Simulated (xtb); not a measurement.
xtb input (GFN2-xTB):

```bash
xtb mol.xyz --gfn 2 --ohess tight --chrg -1 --uhf 0
```
mol.xyz:
```
8

Br     2.11301851    -1.11847474    -0.37378347
C      0.29744486    -0.19639532    -0.03907897
C      0.19760475     1.02499674     0.38867425
Se    -1.61702463     1.28244796     0.46053670
C     -2.01939007    -0.42597663    -0.19726069
C     -0.79441213    -1.06913791    -0.40396897
H     -2.99004649    -0.82738909    -0.39020336
H     -0.72404373    -2.06160514    -0.81133140
```

End of the output:

```
optimized geometry written to: xtbopt.xyz

           -------------------------------------------------
          | TOTAL ENERGY              -16.986259255030 Eh   |
          | TOTAL ENTHALPY            -16.938813252889 Eh   |
          | TOTAL FREE ENERGY         -16.977835019772 Eh   |
          | GRADIENT NORM               0.000690797289 Eh/α |
          | HOMO-LUMO GAP               2.934944794524 eV   |
           -------------------------------------------------

------------------------------------------------------------------------
------------------------------------------------------------------------
 total:
 SCF:
 ANC optimizer:
 analytical hessian:
```

It need not be the lowest isomer of its formula. Whether it binds its extra electron was not tested at this geometry.
